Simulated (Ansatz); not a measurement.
Start from `C=CBC[SiH3]` and change one atom or group to get `[SiH3]CB[AsH2]`.

Ansatz, PBE0-D4/def2-TZVP geometries, multiplicity 1. Each molecule was computed in one conformer, which needn't be the lowest.

Scalar relativity is left out up to krypton.

```
                                          property  `C=CBC[SiH3]`
             LUMO energy (ωB97M-V/def2-TZVPP) / eV           0.14
    size of the dipole moment (PBE/def2-TZVPP) / D           1.12
size of the dipole moment (ωB97M-V/def2-TZVPP) / D           1.09
           HOMO–LUMO gap (ωB97M-V/def2-TZVPP) / eV          10.48
                 HOMO energy (PBE/def2-TZVPP) / eV          -7.04
                LUMO energy (PBE0/def2-TZVPP) / eV          -1.84
```

(1) What does the change do to each property? (Best estimate.)

## Answers

(1) The calculation gave: 
```tsv
property	`[SiH3]CB[AsH2]`	shift
LUMO energy (ωB97M-V/def2-TZVPP) / eV	0.41	0.27
size of the dipole moment (PBE/def2-TZVPP) / D	1.21	0.09
size of the dipole moment (ωB97M-V/def2-TZVPP) / D	1.30	0.21
HOMO–LUMO gap (ωB97M-V/def2-TZVPP) / eV	9.62	-0.86
HOMO energy (PBE/def2-TZVPP) / eV	-6.07	0.97
LUMO energy (PBE0/def2-TZVPP) / eV	-1.49	0.35
```

With PBE0 the HOMO rises by 1.01 eV and the LUMO rises by 0.35 eV, so the gap narrows by about 0.66 eV. PBE moves the HOMO by 0.97 eV and ωB97M-V by 1.12 eV. Dipoles are sizes alone; their direction can turn.
